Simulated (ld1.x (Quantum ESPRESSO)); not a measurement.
## strontium: variants of one TM potential

Base potential:

| Item | Value |
| --- | --- |
| Element | strontium |
| Generator | ld1.x (Quantum ESPRESSO) 7.5 |
| Type | norm-conserving Troullier–Martins (Kleinman–Bylander form) |
| Functional | LDA (PZ) |
| Relativity | scalar-relativistic |
| Frozen core | [Kr] |
| Valence charge | 2 |
| Reference configuration | 4d0 5s1.75 5p0.25 |
| Partial waves | 5p (bound): rc 3.95 bohr; 4d (bound, empty): rc 3.20 bohr; 5s (bound): rc 3.35 bohr |
| Local potential | the s channel |
| Core correction | none |

Cutoffs, loose and tight: the cutoffs (Ry, on a coarse ladder) from which the occupation-weighted sum of valence levels, in a spherical-Bessel basis at the reference potential, stays within 10 and 1 mRy of its value at 400 Ry. They do not see the model core or the augmentation charge, which bear on the density cutoff. Test errors are all-electron minus pseudo excitation energies from the reference, over the configurations 4d0 5s2 5p0; 4d0 5s1 5p0; 4d0 5s1.5 5p0; 4d0 5s1 5p1; 4d0 5s0 5p2; 4d1 5s1 5p0; 4d0.5 5s1.5 5p0 (two spin-polarised tests are not counted in the largest error). A dash means not determined; rows that change the core or the reference have their own tests.

For the base: The cutoffs count occupied waves only; the empty 4d level needs 12 Ry at the loose tolerance.

| change | outcome | cutoff, loose | cutoff, tight | bound ghosts | largest test error (meV) |
| --- | --- | --- | --- | --- | --- |
| base | generated | 6 Ry | 8 Ry | none | +181 |
| core correction a·sin(br)/r model core inside 1.36 bohr | generated | 6 Ry | 8 Ry | none | -37 |
| core correction a·sin(br)/r model core inside 1.66 bohr | generated | 6 Ry | 8 Ry | none | -37 |
| core correction a·sin(br)/r model core inside 1.94 bohr | generated | 6 Ry | 8 Ry | none | -36 |
| core correction a·sin(br)/r model core inside 2.20 bohr | generated | 6 Ry | 8 Ry | none | -32 |
| core correction a·sin(br)/r model core inside 2.48 bohr | generated | 6 Ry | 8 Ry | none | -26 |
| core correction a·sin(br)/r model core inside 2.86 bohr | generated | 6 Ry | 8 Ry | none | -16 |
| core correction a·sin(br)/r model core inside 3.26 bohr | generated | 6 Ry | 8 Ry | none | +26 |
| core correction a·sin(br)/r model core inside 3.56 bohr | generated | 6 Ry | 8 Ry | none | +61 |
| core correction a·sin(br)/r model core inside 3.84 bohr | generated | 6 Ry | 8 Ry | none | +97 |
